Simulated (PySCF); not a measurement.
Mg(Me) (CH₃Mg), SMILES [CH3][Mg+], charge +1. Atoms are numbered in the order given.

```xyz
5

Mg     0.0000     0.0000    -0.9302
C      0.0000     0.0000     1.1336
H     -0.9019     0.5207     1.4539
H      0.9019     0.5207     1.4539
H      0.0000    -1.0415     1.4539
```
Charge +1, spin multiplicity 1.

Coordinates come from a PBE0-D3(BJ)/def2-TZVP optimisation. The spin state was assumed, not searched. The isomer is the one that the SMILES or the coordinates give; other isomers of the formula were not compared.

Two levels are set side by side: PBE/pcJ-1 (PySCF) and PBE0/pcJ-1 (PySCF). One-bond couplings, all four terms, same geometry. Isotopes: 13C, 1H, 25Mg. Differences are taken from unrounded values.

```csv
quantity,PBE0
"¹J(C2,H3) (Hz)",147.8
"¹J(C2,H4) (Hz)",147.8
"¹J(C2,H5) (Hz)",147.8
```

Task: What does PBE give, and how far is it from PBE0? (Estimate from the structure and the level; the computed values follow.)

Result: 
| quantity | PBE | PBE minus PBE0 |
|---|---|---|
| ¹J(C2,H3) (Hz) | 143.9 | -3.9 |
| ¹J(C2,H4) (Hz) | 143.9 | -3.9 |
| ¹J(C2,H5) (Hz) | 143.9 | -3.9 |

Rough cost on one machine, each run with all the roots and properties that it gave: PBE0 against PBE within a factor of 2.
